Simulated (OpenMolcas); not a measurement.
**neutral bismuth: thermal populations, worked from levels**

```json
{
 "Program": "OpenMolcas",
 "Basis": "ANO-RCC-VQZP [9s8p6d4f3g]",
 "Scalar Hamiltonian": "DKH2, point nucleus",
 "Active space": "3 electrons in 9 orbitals (RAS2 6p; RAS3 6d 7s, at most 1 electron)",
 "State averaging": "2S+1 = 4 odd, 1 root; 2S+1 = 2 odd, 8 roots; 2S+1 = 4 even, 3 roots; 2S+1 = 2 even, 8 roots",
 "Spin-orbit coupling": "RASSI with atomic mean-field integrals over the reference wave functions, term energies averaged over their components"
}
```

Methods: RASSCF; SS-RASPT2, IPEA 0.25 Eh, imaginary shift 0.1 Eh (closed shells correlated: 5d 6s). Measured levels: NIST Handbook of Basic Atomic Spectroscopic Data.

**Thermal populations.** Z = Σ (2J + 1) exp(-E/kT) with k = 0.695035 cm-1/K, over the levels below. No other level of either list lies under 31200 cm-1, which is above 7 kT at each temperature.

| Level | 2J + 1 | SS-RASPT2 | measured |
| --- | --- | --- | --- |
| 6s² 6p³ ⁴S°_3/2 [71 %] | 4 | 0.0 | 0.0 |
| 6s² 6p³ ²D°_3/2 [68 %] | 4 | 10590 | 11419 |
| 6s² 6p³ ²D°_5/2 | 6 | 14330 | 15438 |
| 6s² 6p³ ²P°_1/2 | 2 | 22930 | 21661 |

| T (K) | Z, SS-RASPT2 | Z, measured levels | Ground level (%), SS-RASPT2 | Ground level (%), measured levels |
| --- | --- | --- | --- | --- |
| 5000 | 4.290 | 4.224 | 93.2 | 94.7 |

At 5000 K, kT = 3475 cm-1, and the computed levels give Z = 4.000 + 0.190 + 0.097 + 0.003 = 4.290.

CASPT2 breaks the degeneracy within a term, and the mean is taken; among the terms shown or strongly mixed into the levels shown the widest spread is 89 cm-1 (6s² 6p³ ²D°, SS-RASPT2). Spin-orbit splittings of 6p shells tend to come out small when the coupling is added on scalar orbitals. With the s shell closed, the reference lacks s² → p² mixing. No level of 6s² 6p² 6d was computed, though it lies in the active space. Computed and measured levels are paired by configuration, term and J; levels that our copy of the source lacks, or whose pairing is in doubt (as where it misses far off the trend of its configuration), stay unpaired and out of the deviations. Where the source uses jj or jK labels, the order within each J decides. Only configurations of the active space appear.

A share in square brackets marks a mixed level and gives the weight of the term that names it, the lowest over the columns. ° marks odd parity.
